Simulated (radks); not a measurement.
Q: These are the eigenvalues of the occupied orbitals of an atom or ion with whole-number occupations (eV). Calculated with a radial shooting solver on a logarithmic mesh with Libxc functionals: non-relativistic Kohn-Sham, PBE, spin-polarised, spherical densities, point nucleus.

| orbital | eigenvalue |
|---|---|
| 1s | -1277.718 |
| 2s | -99.6435 |
| 2p | -66.7177 |

Which element is it, and in what charge state? The configuration may be excited. Open shells, if any, are filled with parallel spins first.

A: Z = 12, magnesium, charge +2: Mg2+ in [Ne]. The list shows which subshells hold electrons but not how many an open one holds; the 1s level, -46.955 hartree, gives Z - s = 9.7 by -(Z - s)^2/2, which with screening narrows Z to a few neighbours, and the depths of the outer levels then fix element, charge and occupations together.
